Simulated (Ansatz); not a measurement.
The same ligand exchange along the group O, S, Se, Te.

Calculated with Ansatz (gas phase, PBE0-D4/def2-TZVP geometries, no zero-point term in ΔE). CCSD(T)/CBS is the MP2 limit (def2-TZVPP, def2-QZVPP) plus CCSD(T) − MP2 in def2-TZVPP, frozen cores. This one scheme is used for every species. Functionals use def2-TZVPP. B3LYP here is the variant with VWN-RPA as its local correlation; programs differ in this. def2 core potentials past Kr. For Se, Te outer-core shells are correlated without core-valence functions, which leaves a few kJ/mol of doubt a bond. Scalar relativity is left out up to krypton.

| reaction | r2SCAN-D4 (eV) | PBE-D4 (eV) | B3LYP-D4 (eV) | ωB97X-V (eV) |
| --- | --- | --- | --- | --- |
| `O[SiH3]` + CH₃NH₂ → `CN[SiH3]` + H₂O | 0.43 | 0.37 | 0.41 | 0.42 |
| `[SiH3]S` + CH₃NH₂ → `CN[SiH3]` + H₂S | 0.14 | 0.18 | 0.08 | 0.10 |
| `[SiH3][SeH]` + CH₃NH₂ → `CN[SiH3]` + H₂Se | 0.18 | 0.22 | 0.12 | 0.14 |
| `[SiH3][TeH]` + CH₃NH₂ → `CN[SiH3]` + H₂Te | 0.17 | 0.23 | 0.11 | 0.12 |

(1) Give the CCSD(T)/CBS values in the same order. (An estimate is asked.)

Largest T1 diagnostic: 0.011, for `[SiH3]S`.

## Answers

(1) Ansatz gave: 0.39, 0.11, 0.17, 0.17 eV.
